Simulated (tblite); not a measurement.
Species: C5H12BNO2.
Bonds: C1–C2, C2–C3, C3–N4 (triple), N4–B5, B5–O6, O6–C7, C7–O8, O8–C9. Hydrogens: H10, H11, H12 on C1; H13, H14 on C2; H15, H16 on B5; H17, H18 on C7; H19, H20, H21 on C9.
Bond orders are those of one Lewis drawing.

Computed with GFN2-xTB (tblite), gas phase: L-BFGS steps from a force-field or distance-geometry start until the largest atomic force falls under 0.01 eV/Å.

Step 7: E = -791.5427 eV
```
atom  x, y, z in Å  |  force x, y, z in eV/Å
C1     -4.2111    0.4086    0.2470   -0.284   0.207  -0.195
C2     -3.2484   -0.4050    1.1221    0.095  -0.021   0.140
C3     -1.9485   -0.4923    0.5214    0.301   0.130  -0.238
N4     -0.9315   -0.4636   -0.0194   -0.615  -0.343   0.370
B5      0.3887   -0.4990   -0.6552    0.053   0.197  -0.301
O6      1.3216   -1.2611    0.2269    0.188   0.073  -0.078
C7      2.5956   -0.8132    0.0158   -0.271  -0.405   0.135
O8      2.6726    0.5208    0.4299    0.016   0.153   0.037
C9      3.8761    1.1586    0.1577    0.245   0.141   0.069
H10    -4.7494    1.1543    0.8251    0.152   0.060   0.146
H11    -4.9733   -0.2165   -0.1983   -0.008  -0.280  -0.135
H12    -3.6995    0.9228   -0.5649    0.096  -0.034   0.114
H13    -3.6139   -1.4227    1.2863   -0.074   0.021  -0.019
H14    -3.1429    0.0677    2.1035    0.074  -0.008  -0.010
H15     0.6717    0.6605   -0.7216   -0.068   0.032  -0.105
H16     0.2716   -0.9983   -1.7389   -0.152  -0.093   0.037
H17     3.3094   -1.4216    0.6053   -0.116  -0.094   0.001
H18     2.8595   -0.9131   -1.0625    0.195   0.183   0.042
H19     4.1372    1.1325   -0.9154   -0.065  -0.047   0.206
H20     4.6961    0.7076    0.7435   -0.007   0.126  -0.161
H21     3.7097    2.1897    0.4732    0.243   0.005  -0.054
```

Step 8: E = -791.5724 eV
```
atom  x, y, z in Å  |  force x, y, z in eV/Å
C1     -4.2133    0.4163    0.2415   -0.138  -0.024  -0.021
C2     -3.2443   -0.4023    1.1245   -0.022   0.014   0.025
C3     -1.9460   -0.4966    0.5217   -0.298   0.143   0.065
N4     -0.9354   -0.4835   -0.0193   -0.025  -0.302   0.071
B5      0.3844   -0.5046   -0.6674   -0.097   0.227  -0.234
O6      1.3174   -1.2532    0.2188    0.102  -0.041  -0.031
C7      2.5910   -0.8167    0.0235   -0.058  -0.118   0.058
O8      2.6844    0.5210    0.4424    0.033   0.140   0.067
C9      3.8898    1.1592    0.1624    0.135   0.094   0.028
H10    -4.7531    1.1581    0.8246    0.155   0.025   0.101
H11    -4.9681   -0.2270   -0.1973    0.041  -0.147  -0.118
H12    -3.7006    0.9313   -0.5708    0.060  -0.075   0.159
H13    -3.6082   -1.4250    1.2810   -0.083   0.129  -0.003
H14    -3.1324    0.0658    2.1091    0.026  -0.019  -0.081
H15     0.6357    0.6613   -0.7273    0.030   0.058  -0.130
H16     0.2382   -1.0018   -1.7484   -0.049  -0.111   0.039
H17     3.3037   -1.4221    0.6150   -0.138  -0.169   0.004
H18     2.8638   -0.9001   -1.0524    0.217   0.115  -0.001
H19     4.1423    1.1278   -0.9120   -0.071  -0.024   0.179
H20     4.7232    0.7187    0.7369   -0.077   0.085  -0.112
H21     3.7186    2.1905    0.4752    0.257   0.000  -0.063
```

Step 9: E = -791.5909 eV
```
atom  x, y, z in Å  |  force x, y, z in eV/Å
C1     -4.2177    0.4201    0.2378   -0.002  -0.164   0.105
C2     -3.2439   -0.4001    1.1263   -0.108   0.040  -0.057
C3     -1.9480   -0.4959    0.5218   -0.473   0.123   0.161
N4     -0.9390   -0.5015   -0.0173    0.234  -0.231  -0.077
B5      0.3803   -0.5037   -0.6784   -0.177   0.141  -0.098
O6      1.3154   -1.2490    0.2129   -0.001  -0.062  -0.051
C7      2.5875   -0.8205    0.0287    0.117   0.128  -0.017
O8      2.6917    0.5227    0.4502    0.041   0.085   0.103
C9      3.8992    1.1611    0.1659    0.002   0.030   0.004
H10    -4.7520    1.1614    0.8272    0.115  -0.014   0.043
H11    -4.9647   -0.2370   -0.1997    0.068  -0.022  -0.084
H12    -3.6992    0.9349   -0.5714    0.021  -0.090   0.163
H13    -3.6070   -1.4245    1.2780   -0.088   0.159   0.015
H14    -3.1256    0.0648    2.1117   -0.014  -0.010  -0.096
H15     0.6161    0.6632   -0.7333    0.065   0.082  -0.140
H16     0.2182   -1.0063   -1.7528    0.006  -0.112   0.013
H17     3.2980   -1.4260    0.6207   -0.144  -0.194   0.017
H18     2.8708   -0.8899   -1.0460    0.205   0.059  -0.001
H19     4.1438    1.1245   -0.9070   -0.050  -0.007   0.083
H20     4.7379    0.7264    0.7312   -0.054   0.029  -0.035
H21     3.7294    2.1923    0.4752    0.237   0.029  -0.050
```

Q: Estimate the geometry and energy of step 10. (The exact step hangs on the optimiser's Hessian estimate; all steps are aligned on step 9, rigid shifts and turns removed.)

A: E = -791.6086 eV, largest force 0.370 eV/Å
```
atom  x, y, z in Å  |  force x, y, z in eV/Å
C1     -4.2232    0.4210    0.2358    0.110  -0.219   0.182
C2     -3.2464   -0.3973    1.1274   -0.146   0.048  -0.094
C3     -1.9535   -0.4919    0.5218   -0.336   0.065   0.099
N4     -0.9431   -0.5237   -0.0140    0.226  -0.115  -0.098
B5      0.3735   -0.4999   -0.6903   -0.190   0.000   0.059
O6      1.3134   -1.2456    0.2056   -0.051  -0.014  -0.112
C7      2.5858   -0.8223    0.0331    0.210   0.296  -0.070
O8      2.6988    0.5255    0.4587    0.039   0.014   0.140
C9      3.9075    1.1637    0.1695   -0.106  -0.029  -0.007
H10    -4.7479    1.1646    0.8316    0.045  -0.061  -0.021
H11    -4.9609   -0.2478   -0.2044    0.073   0.100  -0.038
H12    -3.6966    0.9361   -0.5682   -0.017  -0.092   0.142
H13    -3.6086   -1.4215    1.2759   -0.097   0.132   0.039
H14    -3.1197    0.0641    2.1125   -0.059   0.015  -0.078
H15     0.6005    0.6671   -0.7420    0.061   0.083  -0.138
H16     0.2005   -1.0130   -1.7562    0.043  -0.095  -0.019
H17     3.2897   -1.4340    0.6260   -0.142  -0.176   0.024
H18     2.8822   -0.8787   -1.0398    0.175   0.013   0.013
H19     4.1440    1.1212   -0.9008   -0.023   0.004  -0.049
H20     4.7501    0.7338    0.7253   -0.004  -0.037   0.051
H21     3.7450    2.1955    0.4742    0.189   0.069  -0.027
```

The energy changes by -0.0177 eV. The first-order estimate −F·Δx gives -0.0246 eV and the mean of the old and new forces, exact on a quadratic surface, -0.0177 eV. The step makes an angle of 62° with the force vector and moves no atom by more than 0.023 Å.

What follows is the cost of the whole relaxation. The run took 2.8 s wall on one thread, Arm Neoverse N1 (aarch64), shared host.
